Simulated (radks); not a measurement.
The numbers below are computed, except where a source is named.
Charge is removed step by step from the 4d5/2 level of the indium ion In3+, starting from [Kr] 4d(3/2: 4, 5/2: 6). Level of theory: Dirac Kohn-Sham, PBE, spin-unpolarised, spherical densities, finite nucleus; Fermi nuclear charge, rms radius 4.6156 fm (a radial shooting solver on a logarithmic mesh with Libxc functionals).

removed (e),E - E(0) (eV),eigenvalue (eV),E minus straight line (eV)
0,0.000,-47.522,0.000
0.1,4.835,-49.182,-0.765
0.2,9.837,-50.856,-1.364
0.3,15.007,-52.543,-1.794
0.4,20.346,-54.242,-2.056
0.5,25.855,-55.953,-2.146
0.6,31.537,-57.677,-2.065
0.7,37.391,-59.412,-1.812
0.8,43.420,-61.160,-1.383
0.9,49.624,-62.919,-0.780
1,56.004,-64.690,0.000

Removing the whole electron costs 56.004 eV by Delta-SCF, against 47.522 eV from minus the eigenvalue at the starting occupation. Slater's transition state (half an electron removed) gives 55.953 eV. Integrating minus the eigenvalue over the occupation (Janak's theorem) gives 56.004 eV. The mean slope of the eigenvalue, de/dn, is 17.2 eV per electron. Ionisation energy of In3+ in the NIST Atomic Spectra Database: 55.45 eV (measured).

Beside tabulated values, note that spin-unpolarised runs miss the spin-polarisation part of the exchange energy of open shells.
